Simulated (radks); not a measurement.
Task: Neutral tantalum: order these configurations by energy. All-electron calculation, scalar-relativistic Kohn-Sham, PBEsol, spin-polarised, spherical densities, finite nucleus; Fermi nuclear charge, rms radius of each element as measured or else 0.836 A^(1/3) + 0.57 fm. Program: a radial shooting solver on a logarithmic mesh with Libxc functionals. Open shells are filled with parallel spins first. [Xe] 4f14 5d2 6s2 6p1; [Xe] 4f14 5d3 6s1 6p1; [Xe] 4f14 5d3 6s2; [Xe] 4f14 5d4 6s1.

Result: From the lowest, in eV above it: [Xe] 4f14 5d3 6s2 0.000; [Xe] 4f14 5d4 6s1 0.147; [Xe] 4f14 5d3 6s1 6p1 2.612; [Xe] 4f14 5d2 6s2 6p1 3.354.
